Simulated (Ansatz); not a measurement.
Basis-set extrapolation for CH7BCl2OSi, SMILES `C[B-](Cl)(Cl)[OH+][SiH3]` (PBE0-D4/def2-TZVP geometry, frozen core, Ansatz). Multiplicity 1, RHF reference.

```json
{"": "HF", "def2-TZVPP": "-1349.648509", "def2-QZVPP": "-1349.689586"}
{"": "MP2 correlation", "def2-TZVPP": "-1.047590", "def2-QZVPP": "-1.134677"}
{"": "CCSD(T) correlation", "def2-TZVPP": "-1.159317", "def2-QZVPP": "not run"}
```

Energies in hartree. Use E(X) = E(∞) + A·exp(−7.88·√X) for Hartree–Fock and E(X) = E(∞) + B·X^(−2.97) for correlation, with X = 3 and 4, and add CCSD(T) minus MP2 of the smaller set to the MP2 limit.

Q: What is the CCSD(T) energy at the basis-set limit?

A: HF limit: -1349.689586 + (-0.041077) × 0.13774 = -1349.69524. MP2 limit: -1.134677 + (-0.087087) × 0.74074 = -1.19919. Higher-order term: -1.159317 − (-1.047590) = -0.11173. Total: -1351.00616 hartree, 5.40 eV below CCSD(T)/def2-TZVPP.
